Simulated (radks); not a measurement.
Pt5+, configuration [Xe] 4f14 5d5. Method: Dirac Kohn-Sham, PBE, spin-unpolarised, spherical densities, finite nucleus; open shells fill j = l - 1/2 first; Fermi nuclear charge, rms radius 5.427 fm; computed with a radial shooting solver on a logarithmic mesh with Libxc functionals.

Unscreened Slater integrals over Kohn-Sham orbitals (cm^-1). Large and small components are both included.

| integral | value |
|---|---|
| F0(5d5/2,5d5/2) | 141300 |
| F2(5d5/2,5d5/2) | 75088 |
| F4(5d5/2,5d5/2) | 50436 |
| F0(5d5/2,5d3/2) | 143020 |
| F2(5d5/2,5d3/2) | 75921 |
| G2(5d5/2,5d3/2) | 75828 |
| G4(5d5/2,5d3/2) | 50937 |
| F0(5d5/2,5p3/2) | 156410 |
| F2(5d5/2,5p3/2) | 80181 |
| G1(5d5/2,5p3/2) | 98171 |
| G3(5d5/2,5p3/2) | 61304 |
| F0(5d5/2,5p1/2) | 160570 |
| G3(5d5/2,5p1/2) | 56753 |
| F0(5d3/2,5d3/2) | 144810 |
| F2(5d3/2,5d3/2) | 76889 |
| F0(5d3/2,5p3/2) | 158910 |
| F2(5d3/2,5p3/2) | 82243 |
| G1(5d3/2,5p3/2) | 102010 |
| G3(5d3/2,5p3/2) | 63694 |
| F0(5d3/2,5p1/2) | 163350 |
| G1(5d3/2,5p1/2) | 95604 |
| F0(5p3/2,5p3/2) | 179150 |
| F2(5p3/2,5p3/2) | 97055 |
| F0(5p3/2,5p1/2) | 186160 |
| G2(5p3/2,5p1/2) | 98329 |
| F0(5p1/2,5p1/2) | 194430 |
